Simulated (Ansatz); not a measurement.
Method: Ansatz (a program for electronic structure) with B3LYP-D3(BJ)/def2-TZVP. No frequencies were computed at this level.

Ansatz 0.2 input:
```yaml
crystal:
  periodic: [false, false, false]
  atoms:
    - { symbol: B, position_ang: [-0.000007, -0.000006, 0.000116] }
    - { symbol: H, position_ang: [-0.862325, -0.78228, -0.000154] }
    - { symbol: H, position_ang: [-0.246289, 1.137945, -0.000136] }
    - { symbol: H, position_ang: [1.108621, -0.355659, 0.000174] }
basis:
  gaussian: { orbitals: def2-tzvp }
hamiltonian:
  xc: b3lyp
  dispersion: d3bj
relax:
  max_steps: 150
```

Output:

```
Functional definition: B3LYP
301 factors; their error is unknown
mean field evaluation 1: about -723.4099 eV, gradient 1.7e1 eV
mean field evaluation 2: about -724.0404 eV, gradient 1.1e1 eV
mean field evaluation 4: about -724.4528 eV, gradient 3.3e-2 eV
mean field evaluation 8: about -724.4463 eV, gradient 7.1e-4 eV
mean field -724.44631815 eV, -26.6229111447 hartree, gradient 6.0e-5 eV, S^2 0.000000; 0 other end points of the search recorded, 0 dependent functions left out
reference -724.44650938 eV, -26.6229181723 hartree; 4, 4 occupied and 45, 45 virtual orbitals, 301 factors
relax step   1: F+E_penalty+E_count = -724.48458245 eV  Δ(F+E_penalty+E_count) = +0.000e0 eV  max|allowed force component| = 6.360e-1 eV/Å  Δτ_max = 0.0000 Å  (18 SCF iters, accepted)
these checks for a lower state are left out or cut short: starts, cluster_reference, orbital_swaps, neighbouring_geometries, increment
301 factors; their error is unknown
mean field evaluation 16: about -724.4683 eV, gradient 9.7e-6 eV
mean field -724.46828140 eV, -26.6237182794 hartree, gradient 9.7e-6 eV, S^2 0.000000; 0 other end points of the search recorded, 0 dependent functions left out
reference -724.46847388 eV, -26.6237253527 hartree; 4, 4 occupied and 45, 45 virtual orbitals, 301 factors
relax step   2: F+E_penalty+E_count = -724.50652933 eV  Δ(F+E_penalty+E_count) = -2.195e-2 eV  max|allowed force component| = 1.823e-1 eV/Å  Δτ_max = 0.0176 Å  (24 SCF iters, accepted)
these checks for a lower state are left out or cut short: starts, cluster_reference, orbital_swaps, neighbouring_geometries, increment
301 factors; their error is unknown
mean field -724.47018241 eV, -26.6237881399 hartree, gradient 9.9e-6 eV, S^2 0.000000; 0 other end points of the search recorded, 0 dependent functions left out
reference -724.47037538 eV, -26.6237952317 hartree; 4, 4 occupied and 45, 45 virtual orbitals, 301 factors
relax step   3: F+E_penalty+E_count = -724.50842756 eV  Δ(F+E_penalty+E_count) = -1.898e-3 eV  max|allowed force component| = 6.823e-2 eV/Å  Δτ_max = 0.0075 Å  (24 SCF iters, accepted)
these checks for a lower state are left out or cut short: starts, cluster_reference, orbital_swaps, neighbouring_geometries, increment
301 factors; their error is unknown
mean field -724.47038209 eV, -26.6237954782 hartree, gradient 4.9e-6 eV, S^2 0.000000; 0 other end points of the search recorded, 0 dependent functions left out
reference -724.47057508 eV, -26.6238025704 hartree; 4, 4 occupied and 45, 45 virtual orbitals, 301 factors
relax step   4: F+E_penalty+E_count = -724.50862716 eV  Δ(F+E_penalty+E_count) = -1.996e-4 eV  max|allowed force component| = 4.495e-4 eV/Å  Δτ_max = 0.0043 Å  (20 SCF iters, accepted)
301 factors; their error is unknown
mean field evaluation 32: about -724.4704 eV, gradient 7.4e-6 eV
mean field -724.47038209 eV, -26.6237954782 hartree, gradient 7.4e-6 eV, S^2 0.000000; 1 other end points of the search recorded, 0 dependent functions left out
reference -724.47057508 eV, -26.6238025704 hartree; 4, 4 occupied and 45, 45 virtual orbitals, 301 factors
Total energy: -724.50882015 eV, -26.6252080508 hartree
Atom 0 at    -0.000000    -0.000000     0.000029 Å, force    -0.000001     0.000002    -0.000449 eV/Å
Atom 1 at    -0.880940    -0.799152    -0.000127 Å, force    -0.000053    -0.000050     0.000150 eV/Å
Atom 2 at    -0.251615     1.162492    -0.000109 Å, force    -0.000015     0.000070     0.000150 eV/Å
Atom 3 at     1.132555    -0.363340     0.000208 Å, force     0.000069    -0.000023     0.000150 eV/Å
Dipole moment:     0.000002     0.000002     0.000018 e Å
```

Cost: about 2.5 core-seconds (a rough figure).
